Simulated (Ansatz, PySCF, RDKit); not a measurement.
Noncovalent pair: ethylamine (SMILES CCN) (first 10 atoms) with HF (SMILES F); geometry from B3LYP-D3(BJ)/def2-TZVP, rigid monomers moved along the line of their centres of mass till N3···H12 is 1.47 Å.
(charge 0, multiplicity 1):
```xyz
12

C      1.24880     0.49068     0.01617
C     -0.25806     0.31018    -0.05882
N     -0.69058    -0.77892     0.83866
H      1.56613     1.31843    -0.61916
H      1.55864     0.69695     1.04085
H      1.76830    -0.40864    -0.32500
H     -0.56766     0.12931    -1.09429
H     -0.75852     1.22005     0.27711
H     -1.69413    -0.91649     0.78882
H     -0.25400    -1.65553     0.57155
F      0.02207    -0.03583     3.05636
H     -0.26286    -0.36485     2.18471
```

Interaction energies are E(AB) − E(A) − E(B) at the monomers' geometry in the complex; basis-set methods are counterpoise corrected. RDKit's UFF carries no charges.

Rows in 6-31G* carry no dispersion term and start afresh at each structure (6-31G* with six Cartesian d functions). MP2/6-31G* freezes PySCF's default core.

The values were computed with Ansatz (a quantum-chemistry and plane-wave program) with Gaussian orbitals; PySCF for 6-31G* rows; RDKit for the force fields. Values without a source in brackets are computed.

What is the computed interaction energy (B3LYP/def2-TZVPPD)?

-14.2 kcal/mol

What interaction energy does UFF give?

738.4 kcal/mol

Estimate the interaction energy that MP2/6-31G* returns for this input.

-10.2 kcal/mol
